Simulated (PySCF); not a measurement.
Several compounds and their computed core spectra got separated.

Level of theory: delta-SCF UKS SCAN, pcX-2 on the ionised atom, pcseg-1 elsewhere, spin-free X2C (PySCF 2.14.0). Geometries: PBE0-D3(BJ)/def2-SVP; isolated species, one conformer each.

Line lists (1s up to Mg, 2p3/2 beyond, nothing for Ga or Ge; areas count atoms within a level, one atom standing for each set equivalent by bonding):
1. C 1s: 288.93 (area 1), 293.08 (area 1), 293.37 (area 1) eV; N 1s: 406.21 eV
2. C 1s: 291.87 eV; N 1s: 404.29 eV; Si 2p3/2: 106.60 eV
3. C 1s: 290.04 (area 2), 290.57 (area 2) eV; O 1s: 536.92 eV; Si 2p3/2: 107.00 eV

Structures:
A. `C=[N][GeH2][GeH2][SiH3]`
B. `CC#[N+][GaH2-][CH3]`
C. `C1[CH2][GeH]([O][SiH3])[CH2]C1`

**Question.** Match each list to its structure.

**Answer.** 
- 1 = B: no other candidate has this set of levels. C 1s: 288.93 methyl carbon, 293.08 triply bonded carbon, 293.37 methyl carbon; N 1s: 406.21 nitrogen bonded to C and Ga.
- 2 = A: no other candidate has this set of levels. C 1s: 291.87 C=N carbon; N 1s: 404.29 C=N nitrogen; Si 2p3/2: 106.60 SiH3 silicon.
- 3 = C: no other candidate has this set of levels. C 1s: 290.04 sp3 carbon bound to germanium (×2), 290.57 ring CH2 carbon (×2); O 1s: 536.92 oxygen bonded to Ge and Si; Si 2p3/2: 107.00 oxygen-bound silicon.

Spin–orbit coupling isn't in the SCF: each 2p doublet comes from a relaxed spin-free hole plus a matrix of the shell (mean-field spin–orbit coupling and the ground-state 2p splitting), with 2p3/2 averaged over its two sublevels. 1 of these hole states is spin-contaminated (⟨S²⟩ 0.90, against 0.75; counted from 0.85) and less certain.
